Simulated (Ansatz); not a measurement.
CH₅BF₂Si (`BC(F)[SiH2]F`), charge 0, multiplicity 1.

(1) Give a relaxed structure at PBE0-D4/def2-TZVP (the Gaussian-basis code of Ansatz). (Best estimate.)

## Answers

(1) The calculation gave: 
Z-matrix (Å, degrees):
```
C
F 1 1.398
Si 1 1.916 2 105.9
B 1 1.525 2 116.8 3 118.4
H 1 1.099 2 108.9 3 -110.9
F 3 1.598 1 108.1 2 -159.9
H 3 1.481 1 112.2 2 80.8
H 3 1.479 1 107.7 2 -41.9
H 4 1.196 1 117.1 2 176.4
H 4 1.193 1 121.7 2 -8.7
```
This is one stationary point; other conformers may exist.
